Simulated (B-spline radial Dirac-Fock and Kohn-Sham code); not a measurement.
# Ionisation energies of iridium ions, computed and tabulated

These are calculated numbers from a radial B-spline solver; the model is multi-electron Dirac-Fock with separately optimised hole states, Breit and Lamb-shift corrections added in first order. Each value is the difference of the configuration-average energies of two neighbouring ions in their tabulated ground configurations. Electron correlation is not included. NIST's values refer to the lowest levels; many for high charge states are themselves semi-empirical or theoretical. Where a p, d or f shell is open in either ion the computed value averages over both j values and all terms, while the table refers to the lowest levels; that difference holds spin-orbit splitting (largest in heavy or highly charged ions), term energies where several electrons share open shells, and correlation, and it can reach 10 % or more.

```
  ion      configuration  computed (eV)     NIST (eV)            kind  NIST − computed (eV)
Ir⁴⁵⁺  [Ar] 3d10 4s2 4p2         2358.3      2435 ± 4     theoretical                +76.73
Ir⁴⁶⁺  [Ar] 3d10 4s2 4p1         2418.6      2500 ± 4     theoretical                +81.37
Ir⁴⁷⁺      [Ar] 3d10 4s2         2655.9      2656 ± 4     theoretical                 +0.14
Ir⁴⁸⁺      [Ar] 3d10 4s1         2721.1  2720.4 ± 1.4  semi-empirical                 -0.72
Ir⁴⁹⁺          [Ar] 3d10         4572.2      4540 ± 4     theoretical                -32.16
Ir⁵⁰⁺           [Ar] 3d9         4708.3      4668 ± 4     theoretical                -40.31
Ir⁵¹⁺           [Ar] 3d8         4846.0      4806 ± 4     theoretical                -40.03
Ir⁵²⁺           [Ar] 3d7         4985.3      4952 ± 4     theoretical                -33.32
Ir⁵³⁺           [Ar] 3d6         5126.2      5092 ± 5     theoretical                -34.18
Ir⁵⁴⁺           [Ar] 3d5         5268.6      5229 ± 5     theoretical                -39.61
Ir⁵⁵⁺           [Ar] 3d4         5412.6      5466 ± 5     theoretical                +53.39
Ir⁵⁶⁺           [Ar] 3d3         5558.2      5609 ± 5     theoretical                +50.83
Ir⁵⁷⁺           [Ar] 3d2         5705.3      5765 ± 6     theoretical                +59.70
Ir⁵⁸⁺           [Ar] 3d1         5854.0      5910 ± 6     theoretical                +56.02
Ir⁵⁹⁺       [Ne] 3s2 3p6         6455.6      6315 ± 7     theoretical               -140.58
Ir⁶⁰⁺       [Ne] 3s2 3p5         6588.0     6441 ± 10     theoretical               -146.97
Ir⁶¹⁺       [Ne] 3s2 3p4         6721.3     6580 ± 12     theoretical               -141.33
Ir⁶²⁺       [Ne] 3s2 3p3         6855.6     6708 ± 15     theoretical               -147.64
Ir⁶³⁺       [Ne] 3s2 3p2         6990.9     7274 ± 19     theoretical               +283.08
```

**Question.** Where in this range is the largest relative jump, and why?

**Answer.** From Ir⁴⁸⁺ (2721.1 eV) to Ir⁴⁹⁺ (4572.2 eV), a factor of 1.68. The configuration goes from [Ar] 3d10 4s1 to [Ar] 3d10, so the next electron comes out of a deeper subshell.
